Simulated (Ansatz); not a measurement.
Species: chlorine atom, Cl (charge 0, doublet).

Wanted: ionisation energy to the triplet, in eV. Terms: no spin-orbit coupling; each state is the SCF solution reached for its charge and spin; open shells spin-unrestricted; six Cartesian d functions in 6-31G* and its kin unless marked 5d; non-relativistic.

```
species            coefficient  E at B3LYP/6-31G* (Ansatz), Eh  E at B3LYP/def2-TZVPD (Ansatz), Eh
-----------------  -----------  ------------------------------  ----------------------------------
charge 1, triplet           +1                      -459.65739                          -459.68730
charge 0, doublet           -1                      -460.13624                          -460.16775
```

Measured values: NIST ASD by pymatgen's periodic table; they hold spin-orbit and core effects.  Value to compare with, the measured value: 12.97 eV. 1 Eh = 27.2114 eV.

Work the quantity out at each level, and compare with the measured value.


- B3LYP/6-31G*: the sum of coefficient times E is 0.47885 Eh, or 13.030 eV. Result: 13.03 eV. Its error against the measured value is 0.06 eV.
- B3LYP/def2-TZVPD: the sum of coefficient times E is 0.48045 Eh, or 13.074 eV. Result: 13.07 eV. Its error against the measured value is 0.10 eV.

Ansatz is a first-principles code.
